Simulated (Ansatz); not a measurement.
A nudged elastic band was laid between two geometries of ClGaH2 (4 atoms, charge 0, multiplicity 1).

Theory: RKS B3LYP-D4/def2-SVP in Ansatz 0.2.0.

* movable images: 9
* climbing image: yes
* spring: 5.0 eV/Å²
* optimiser: quadratic models (default)
* start path: through a guess of the saddle point
* force threshold: 0.03 eV/Å
* iteration limit: 60
* end points: relaxed

Image 0:

```xyz
4
Properties=species:S:1:pos:R:3
Ga 0.454 0.000 0.076
Cl 0.825 0.000 2.214
H 1.730 0.000 -0.822
H -1.051 0.000 -0.338
```

Image 10:

```xyz
4
Properties=species:S:1:pos:R:3
Ga -0.434 0.000 -1.056
Cl 1.431 0.000 1.333
H 2.539 0.000 0.668
H -1.579 0.000 0.185
```

Which bonds break or form, and what moves?

Bonds broken: Ga1–Cl2, Ga1–H3. Bonds formed: Cl2–H3. ClGaH2 becomes ClH + GaH.

Give the energies along the band, and the barrier.

The forces met the threshold. The highest image is number 5 of 0 to 10, 2.29 eV above the first end and 0.52 eV above the last; the last end lies 1.77 eV above the first. A vibrational analysis at the climbing image gives one clearly imaginary mode, 921i cm⁻¹: a first-order saddle point. The orbitals stay closed-shell, which can raise the energy where a bond breaks towards radicals; this wasn't checked here.

```csv
image,path coordinate (Å),energy (eV),Ga1–Cl2 (Å),Ga1–H3 (Å),Cl2–H3 (Å)
0,0.00,0.00,2.17,1.56,3.17
1,0.29,0.12,2.17,1.55,2.87
2,0.57,0.53,2.20,1.53,2.55
3,0.86,1.24,2.30,1.52,2.25
4,1.15,1.98,2.45,1.55,1.97
5,1.43,2.29,2.60,1.66,1.69
6,1.76,2.03,2.80,1.93,1.40
7,2.09,1.84,3.10,2.34,1.31
8,2.41,1.81,3.16,2.75,1.30
9,2.74,1.78,3.10,3.11,1.29
10,3.06,1.77,3.03,3.44,1.29
```

What is the geometry of the highest image?


```xyz
4
Properties=species:S:1:pos:R:3:forces:R:3
Ga 0.249 0.000 -0.550 0.00 0.00 0.01
Cl 1.307 0.000 1.828 -0.01 0.00 -0.01
H 1.734 0.000 0.191 0.00 0.00 0.00
H -1.333 0.000 -0.339 0.01 0.00 0.00
```

What are the harmonic wavenumbers there?

921i, 256, 523, 547, 1543, 1850 cm⁻¹.

The run took 2.1 min on 1 thread of Intel(R) Xeon(R) Platinum 8488C (Sapphire Rapids) (shared host), peak memory 0.14 GiB.
